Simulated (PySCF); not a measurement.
Al(H)2(nPr) (C3H9Al), SMILES [AlH2][CH2]CC.

Geometry optimised at B3LYP-D3(BJ)/def2-SVP. The structure was generated by enumeration; whether it is a known compound was not checked. The values are those of a single conformer.

Method: TDDFT-PBE/def2-SVPD in PySCF.

Vertical excitations. Gas-phase values at a fixed geometry. State labels are in the subgroup Cs.

Estimate the UV-visible absorptions. (The exact figures need the calculation; the answer reports its results.)


| state | symmetry | energy (eV) | λ (nm) | f | main pairs |
|---|---|---|---|---|---|
| S1 | A" | 4.33 | 286 | 0.001 | HOMO→LUMO 100 % |
| S2 | A" | 5.00 | 248 | 0.000 | HOMO−1→LUMO 100 % |
| S3 | A' | 5.73 | 216 | 0.000 | HOMO−2→LUMO 99 % |
| S4 | A" | 6.03 | 205 | 0.000 | HOMO−3→LUMO 100 % |
| S5 | A' | 6.15 | 201 | 0.050 | HOMO→LUMO+1 96 % |
| S6 | A' | 6.73 | 184 | 0.005 | HOMO−1→LUMO+1 96 % |
| S7 | A' | 6.93 | 179 | 0.060 | HOMO→LUMO+2 81 % |
| S8 | A' | 7.05 | 176 | 0.064 | HOMO→LUMO+3 59 %, HOMO→LUMO+4 35 % |
| S9 | A' | 7.16 | 173 | 0.012 | HOMO−5→LUMO 64 %, HOMO→LUMO+4 29 % |
| S10 | A" | 7.17 | 173 | 0.016 | HOMO−4→LUMO 91 % |
| T1 | A" | 4.05 | 306 | 0 | HOMO→LUMO 100 % |
| T2 | A" | 4.54 | 273 | 0 | HOMO−1→LUMO 99 % |
| T3 | A' | 5.65 | 219 | 0 | HOMO−2→LUMO 98 % |
| T4 | A' | 5.85 | 212 | 0 | HOMO→LUMO+1 96 % |
Triplets are in the Tamm–Dancoff approximation, which puts them higher than full response would, so one can lie above its singlet here.
